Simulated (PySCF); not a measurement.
Atoms are numbered as in `[O:1]=[C:2]([OH:3])/[CH:4]=[C:5](\[F:6])[CH2:7][SiH2:8][F:9]` (H(Xn): hydrogen on atom n).

[PySCF 2.14.0 with density-fitted response routines: shieldings: GIAO PBE0/pcSseg-1; geometry: GFN2-xTB; one averaged value for each set of equivalent atoms; isolated molecule; one computed conformer; non-relativistic Hamiltonian]

References, each an isolated molecule treated in the same way: 13C and 1H and 29Si vs TMS; H2O for 17O; CFCl3 for 19F.

| atoms | nucleus | count | δ (ppm) |
| --- | --- | --- | --- |
| C4 | 13C | 1 | 101.9 |
| C7 | 13C | 1 | 28.2 |
| C2 | 13C | 1 | 166.9 |
| O1 | 17O | 1 | 426.0 |
| C5 | 13C | 1 | ? |
| F6 | 19F | 1 | ? |
| Si8 | 29Si | 1 | 7.1 |
| O3 | 17O | 1 | 214.9 |
| H(Si8) | 1H | 2 | 5.27 |
| H(C7) | 1H | 2 | 2.43 |
| H(O3) | 1H | 1 | ? |
| F9 | 19F | 1 | -219.1 |
| H(C4) | 1H | 1 | ? |

**Question.** Fill in the missing shifts.

**Answer.** 
- C5: 181.3 ppm, β carbon of a C=C–C=O unit; conjugation with the carbonyl draws π density from the β position
- H(O3): 5.70 ppm, hydrogen on an acid hydroxyl oxygen; exchangeable, gas-phase position
- H(C4): 5.25 ppm, hydrogen on an α carbon of a C=C–C=O unit; attached to an sp2 carbon and in the plane of the double bond
- F6: -61.5 ppm, vinylic fluorine

OH and NH positions are those of a molecule without intermolecular hydrogen bonds; in solution they move with solvent, concentration and temperature, and exchange usually removes their couplings. Shifts are as computed. Against solution values, carbons near 30 ppm lie about +3 ppm off and those near 130 ppm about +5 ppm. Of 1309 compounds with measured shifts, 239 miss one by over three times the rms of a fit or turn the order of signals round; such compounds aren't used in these exercises. In solution the two oxygens of a carboxylic acid exchange roles by proton transfer and give one 17O line. Hydrogen bonding in solution shields acid and N–H amide carbonyl oxygens by tens of ppm. The C=O carbon of an acid or of an amide with N–H lies up to 10 ppm further downfield in solution, through hydrogen bonding that the calculation lacks. Unscaled 19F shifts against computed CFCl3 carry errors that often reach 10 to 50 ppm. Unscaled 17O shifts of doubly bonded oxygen tend to come out too high, by tens of ppm or more. Experimental scales use liquid or dissolved standards, which lie at an offset from isolated H2O (liquid H2O: subtract about 36 ppm).
